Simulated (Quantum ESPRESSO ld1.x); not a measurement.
Tl21+, 60 electrons, occupied as [Kr] 4d10 4f13 5s1. Method: scalar-relativistic Kohn-Sham, LDA (Slater exchange, VWN5 correlation), spin-polarised, spherical densities, point nucleus; open shells are filled with parallel spins first; computed with ld1.x of Quantum ESPRESSO 7.5.

Normalised radial functions P(r) = r R(r), r in bohr:

r         4f down    5s up  5s down
0.001884   0.0000   0.1632   0.1634
0.002493   0.0000   0.1924   0.1926
0.003298   0.0000   0.2218   0.2221
0.004364   0.0000   0.2478   0.2481
0.005774   0.0000   0.2646   0.2649
0.007578   0.0001   0.2637   0.2640
0.01003    0.0002   0.2341   0.2344
0.01327    0.0005   0.1634   0.1636
0.01755    0.0013   0.0438   0.0438
0.02323    0.0035  -0.1188  -0.1189
0.03073    0.0093  -0.2911  -0.2915
0.04034    0.0227  -0.4016  -0.4022
0.05337    0.0542  -0.3645  -0.3649
0.07062    0.1221  -0.1115  -0.1116
0.09344    0.2542   0.2895   0.2900
0.1236     0.4814   0.5739   0.5746
0.1636     0.8125   0.4091   0.4094
0.2147     1.1845  -0.2102  -0.2109
0.2841     1.4899  -0.7921  -0.7932
0.3759     1.5589  -0.6028  -0.6028
0.4974     1.3278   0.3780   0.3800
0.6581     0.8895   1.2739   1.2753
0.8638     0.4480   1.3041   1.3024
1.143      0.1458   0.6868   0.6863
1.512      0.0267   0.1795   0.1806
2.001      0.0022   0.0202   0.0205
2.647      0.0001   0.0008   0.0008
3.503      0.0000   0.0000   0.0000

4f down: eigenvalue -613.35 eV, 0 radial nodes, <r> = 0.437 bohr, 90 % of the charge inside 0.680 bohr. 5s up: eigenvalue -583.37 eV, 4 radial nodes at r = 0.0190, 0.0767, 0.198, 0.452 bohr, <r> = 0.778 bohr, 90 % of the charge inside 1.09 bohr. 5s down (empty): eigenvalue -580.12 eV, 4 radial nodes at r = 0.0190, 0.0767, 0.198, 0.452 bohr, <r> = 0.778 bohr, 90 % of the charge inside 1.09 bohr.
